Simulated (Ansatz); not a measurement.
The cluster Mg₃N₂, relaxed as a quintet with UKS PBE-D4/def2-SVP in Ansatz, starting from the PBE-D4/def2-SVP geometry of the neutral singlet. Force threshold 0.02 eV/Å.

The structure comes from a short search, and lower isomers may exist.

Start:

```csv
atom,x (Å),y (Å),z (Å)
Mg1,1.532,-0.206,-0.792
Mg2,-0.688,1.586,0.160
Mg3,-0.844,-1.380,0.631
N4,-0.493,-0.121,-0.923
N5,0.493,0.121,0.923
```

(1) Estimate the energy that the relaxation releases and the steps that it takes.

(2) Does the start keep its bonding?

(3) Predict the relaxed structure.

## Answers

(1) 2.21 eV, in 28 steps; 89 s on 4 threads of Arm Neoverse N1 on a shared host. The force fell under the threshold at step 11, but the optimiser went on and released 0.340 eV more. No frequencies were taken in this run, so the end may be a saddle point.

(2) Bonds lost: Mg3–N4 (atoms count from 1). Bonds formed: N4–N5 (atoms count from 1). Metal–metal contacts that move far: Mg2–Mg3 3.01 to 4.07 Å, Mg1–Mg2 3.01 to 3.99 Å.

(3) 
```xyz
5

Mg    1.621   -0.792   -0.800
Mg   -0.816    2.079    0.508
Mg   -0.327   -1.921    1.083
N    -0.055    0.699   -0.881
N    -0.423   -0.066    0.091
```
Bond lengths (bridged metal pairs left out): 5 × Mg–N 2.10 to 2.35 Å; 1 × N–N 1.29 Å.
